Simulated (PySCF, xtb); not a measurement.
PbI3, SMILES [I][Pb-]([I])[I], charge -1.

xtb with GFN2-xTB at its own geometry gives an orbital gap of 5.61 eV.

Coordinates come from a PBE-D3(BJ)/def2-SVPD optimisation. The isomer is the one that the SMILES or the coordinates give; other isomers of the formula were not compared. The def2 effective core potentials stand for the cores of I, Pb; spin–orbit coupling is left out.

Q: What does ωB97X/def2-SVPD in PySCF give? (The exact figures need the calculation; the answer reports its results.)

A: gap 7.95 eV (levels -5.06 and 2.89 eV).
